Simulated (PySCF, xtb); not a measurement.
C₂H₆BClS₂, SMILES CSB(Cl)SC.

The structure is a stationary point at B3LYP-D3(BJ)/def2-SVP. Other conformers were not sampled.

These are IEF-PCM-M06-2X/def2-SVP in PySCF values and carry that method's errors.

The values are the electrostatic part of the solvation free energy, E(continuum) − E(gas) at the gas-phase geometry, in a cavity of scaled van der Waals radii (PySCF's table); cavitation and dispersion terms are not included. In vacuum the orbital gap is 8.47 eV. The dipole moment in vacuum is 1.93 D.

Computed values in water (ε = 78.36), tetrahydrofuran (ε = 7.43), acetonitrile (ε = 35.69):
```csv
solvent,ε,ΔG(elec) (kcal/mol),dipole (D),gap (eV)
water,78.36,-3.3,2.54,8.45
tetrahydrofuran,7.43,-2.7,2.42,8.45
acetonitrile,35.69,-3.2,2.52,8.45
```

For comparison, GFN2-xTB/ALPB(water) (xtb, at the GFN2-xTB geometry, all terms of that model) gives -1.3 kcal/mol.
